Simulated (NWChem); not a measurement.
# Basis-set dependence for CHO2

SMILES: [O]C=O
```xyz
4

O     -1.1753     0.0000    -0.1653
C      0.0000     0.0000     0.2092
O      1.1753     0.0000    -0.1653
H      0.0000     0.0000     1.3892
```
Charge 0, spin multiplicity 2.

The numbers come from NWChem runs, not from measurements. Structure: optimised with UPBE/def2-SVP, a minimum by its harmonic frequencies.

Hartree-Fock energies in Ha, correlation energies in mHa.

The correlated methods keep 3 core orbitals frozen. The structure started from a generated list of species. The unpaired electrons of the parent sit in orbitals of symmetry a1 (C2v labels of the run); other states weren't searched. The stability of the SCF solutions was not checked. Open-shell Hartree-Fock references start from PBE0 orbitals. Coupled-cluster values serve here as a point of comparison, not as the truth.

| basis | functions | UHF | UMP2 | SCS-UMP2 | CCSD on ROHF | CCSD[T] on ROHF | CCSD(T) on ROHF | CCSD on UHF | CCSD[T] on UHF | CCSD(T) on UHF |
|---|---|---|---|---|---|---|---|---|---|---|
| STO-3G | 16 | -185.51901 | -202.6 | -189.9 | -218.0 | -243.9 | -239.6 | -209.2 | -232.9 | -228.8 |
| def2-SVP | 47 | -187.92852 | -506.4 | -482.7 | -519.7 | -545.7 | -542.7 | -507.9 | -532.6 | -529.5 |
| def2-TZVP | 99 | -188.16103 | -625.3 | -602.6 | not run | not run | not run | not run | not run | not run |

From def2-SVP to def2-TZVP the Hartree-Fock energy moves by -232.5 mHa and the UMP2 correlation energy by -119.0 mHa, which is 19 % of its value in the larger set.
